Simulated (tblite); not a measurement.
C6H11O (charge +1).
Structure used (GFN2-xTB), in Å, numbered top down from 1:
```
atom  x, y, z in Å
C1     2.960    0.686    0.331
O2     1.577    0.390    0.214
C3     1.140   -0.358   -0.734
C4    -0.198   -0.685   -0.911
C5    -1.252   -0.269   -0.115
C6    -1.059    0.600    1.056
C7    -2.619   -0.699   -0.428
H8     3.285    0.378    1.326
H9     3.554    0.181   -0.432
H10    3.082    1.768    0.245
H11    1.860   -0.765   -1.448
H12   -0.414   -1.325   -1.753
H13   -0.570    1.531    0.763
H14   -1.997    0.827    1.554
H15   -0.378    0.129    1.768
H16   -2.677   -1.340   -1.302
H17   -3.255    0.177   -0.576
H18   -3.047   -1.220    0.432
```

Level: GFN2-xTB in tblite, geometry and Hessian alike; calculated harmonic values, unscaled, isolated species. This tight-binding method is rough: wavenumbers can miss measured ones by several per cent, in bad cases by 10 to 20. One conformer, not necessarily the lowest.

Harmonic wavenumbers (cm⁻¹): 77.6, 96.2, 106.8, 152.4, 166.9, 222.5, 317.9, 332.7, 367.2, 430.7, 518.9, 723.3, 814.6, 857.8, 897.8, 932.3, 962.4, 988.3, 1017.9, 1040.6, 1090.3, 1110.5, 1174.6, 1255.1, 1312.7, 1334.5, 1346.9, 1360.4, 1391.3, 1405.4, 1410.3, 1412.3, 1432.6, 1443.0, 1452.6, 1510.2, 1540.1, 2970.0, 2974.1, 2979.2, 2998.1, 2998.1, 3004.6, 3006.7, 3013.1, 3067.0, 3071.5, 3099.5.

A = 6728, B = 1404, C = 1187 MHz; mass 99.081 u (most abundant isotopes); point group Cs, symmetry number 1.

Question: Zero-point energy?

Answer: Half the sum of the wavenumbers: 33595 cm⁻¹ = 401.88 kJ/mol.

Question: Give the ideal-gas entropy at 500 K and 1 bar in the rigid-rotor, harmonic-oscillator model (classical rotation).

Answer: Translation 176.92, rotation 122.56, vibration 175.73: S = 475.2 J/(mol K).

Question: And Cp and H(500 K) − H(0)?

Answer: Cp = 210.34 J/(mol K), of which vibrations give 177.08 (their classical limit is 48 R = 399.1); H(500 K) − H(0) = 62.05 kJ/mol without the zero-point energy, 45.42 from vibrations.

Question: Blend soft modes into free rotors: weight 1/[1 + (100 cm⁻¹/ν̃)⁴] for the oscillator and the rest for a rotor with moment μB/(μ + B), μ = h/(8π²ν), B = 10⁻⁴⁴ kg m². What vibrational entropy results?

Answer: 166.35 J/(mol K) in place of 175.73, which changes −T·S at 500 K by +4.69 kJ/mol.

Question: Which modes carry the vibrational entropy at 500 K?

Answer: 77.6 cm⁻¹: 20.80; 96.2 cm⁻¹: 19.02; 106.8 cm⁻¹: 18.16; 152.4 cm⁻¹: 15.23; 166.9 cm⁻¹: 14.49; 222.5 cm⁻¹: 12.16 J/(mol K); the other 42 give 75.87 together.

Question: What must be added to the electronic energy to get the Gibbs energy at 500 K and 1 bar?

Answer: ZPE + [H(500 K) − H(0)] − T·S = 401.88 + 62.05 − 237.61 = 226.32 kJ/mol.

Hindered rotation and anharmonicity are outside this model. Other conformers, if any are populated, would add a mixing term that is left out.
